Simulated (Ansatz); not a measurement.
Reaction (ligand exchange at the Si–C bond): `[SiH3]/C=C/[SiH3]` + `C=C(O)F` → `C=C(F)O[SiH3]` + `C=C[SiH3]`

Gas-phase electronic energies from Ansatz, PBE0-D4/def2-TZVP geometries. CCSD(T)/CBS is the MP2 limit (def2-TZVPP, def2-QZVPP) plus CCSD(T) − MP2 in def2-TZVPP, frozen cores. This one scheme is used for every species. Functionals use def2-TZVPP. B3LYP here is the variant with VWN-RPA as its local correlation; programs differ in this. One conformer a species, not always the lowest.

(1) Is it downhill or uphill in electronic energy at CCSD(T)/CBS, and by how much? (Best estimate.)

(2) What do these levels give: PBE-D4, r2SCAN-D4, ωB97M-V, r2SCAN, PBE0, B3LYP, HF/def2-TZVPP, MP2/def2-TZVPP, CCSD/def2-TZVPP, HF/def2-QZVPP, MP2/def2-QZVPP, CCSD/CBS(def2)? (Estimate.)

Largest T1 diagnostic among the species: 0.012.

## Answers

(1) Ansatz gave: Downhill: ΔE = -20.5 kcal/mol.

(2) Computed: PBE-D4 -17.1, r2SCAN-D4 -19.9, ωB97M-V -20.4, r2SCAN -19.9, PBE0 -18.3, B3LYP -21.0, HF/def2-TZVPP -24.4, MP2/def2-TZVPP -21.0, CCSD/def2-TZVPP -21.3, HF/def2-QZVPP -24.7, MP2/def2-QZVPP -21.0, CCSD/CBS(def2) -21.1 kcal/mol.

From PBE to PBE0 (25 % exact exchange), in def2-TZVPP and without D4, ΔE moves by −1.1 kcal/mol. In def2-TZVPP, CCSD(T) changes the Hartree–Fock value by +3.8 kcal/mol (the triples alone add +0.6 kcal/mol) and MP2 by +3.4 kcal/mol.
